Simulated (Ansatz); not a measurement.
Input for Ansatz (a program for electronic structure): R-CCSD(T)/def2-SVPD on CH3I (SMILES CI) with ghost functions. Elements past Kr take the def2 small-core potentials; no spin–orbit coupling. The run froze 10 orbitals, filled d shells among them.

Ansatz 0.2 input:
```yaml
crystal:
  periodic: [false, false, false]
  atoms:
    - {symbol: C, position_ang: [-0.25518642, 1.55912569, 3.80461296]}
    - {symbol: I, position_ang: [0.04370399, -0.54752268, 4.18220198]}
    - {symbol: H, position_ang: [-0.52432823, 1.64366790, 2.75749487]}
    - {symbol: H, position_ang: [-1.05233698, 1.88892881, 4.46036335]}
    - {symbol: H, position_ang: [0.67961504, 2.05858709, 4.03061693]}
basis:
  gaussian:
    orbitals: def2-SVPD
    ghost_atoms:
      - {symbol: C, position_ang: [0.66407957, 0.27617476, 0.22817687]}
      - {symbol: O, position_ang: [-0.66549499, 0.28879574, 0.72999770]}
      - {symbol: H, position_ang: [1.40429290, 0.40827952, 1.02489155]}
      - {symbol: H, position_ang: [0.74869172, 1.10872802, -0.46896618]}
      - {symbol: H, position_ang: [0.88957495, -0.65115430, -0.30866484]}
      - {symbol: H, position_ang: [-0.74764998, -0.41743990, 1.38284481]}
magnetization: {spin_polarized: false}
correlation: {method: ccsd_t, electrons: outside_noble_gas}
scf: {lower_state_search: off}
```

What total energy does the run end on?

-336.5370 hartree (reference determinant -336.2364, T1 diagnostic 0.010).

How many basis functions does it have, and what does it roughly cost on one machine?

154 functions; very roughly 10 core-seconds.
